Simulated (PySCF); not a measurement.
C₂H₉ClSi₂, SMILES Cl[SiH2]CC[SiH3], B3LYP/def2-SVP optimised geometry. Atoms within 1.6 Å of the plane z = 1.2 Å (x, y, z in Å): C3 (-1.11, -1.55, 1.53), Si4 (-0.43, -0.68, 0.00), Cl5 (-1.06, 1.32, 0.00), H11 (-2.21, -1.56, 1.44), H12 (-0.79, -2.61, 1.46), H14 (1.06, -0.68, 0.00).

Calculation: B3LYP/def2-TZVP in PySCF 2.14.0. Cells within 0.4 Å of a nucleus heavier than hydrogen are left out (blank, or x).

Map of the electrostatic potential (hartree/e), clipped to [-0.08, 0.12] on the plane z = 1.2 Å:

```
|000000000000000000000000011|
|000000000000000000000000111|
|000000000000000000000000111|
|000000000000000000000000111|
|000000000000000000000000111|
|000000011110000000000001111|
|000000123331000000000011111|
|000000134553100000000111111|
|000000135764210000011111111|
|000000135664321111111111111|
|000000134555432211111111111|
|110011134566654322111111111|
|111111234689986432111111111|
|111122346899999642211111111|
|112223458999999743221111111|
|222334589999999753221111111|
|234567999999999753221111111|
|235999999999999643221111111|
|347999999x99998543221111111|
|348999999x99996533222111111|
|347999999999985432222111111|
|234799999999964332222111111|
|223455699999974332222111111|
|222233469999974332222111111|
|222222349999964322222111111|
|112222236999753322222111111|
|111122234565433222221111111|
```
Scale: ten equal steps from -0.016 (start of '0') to 0.120 (end of '9'), in the order '0123456789'; x runs from -3.50 to 3.50, y from -3.50 (bottom) to 3.50 (top).
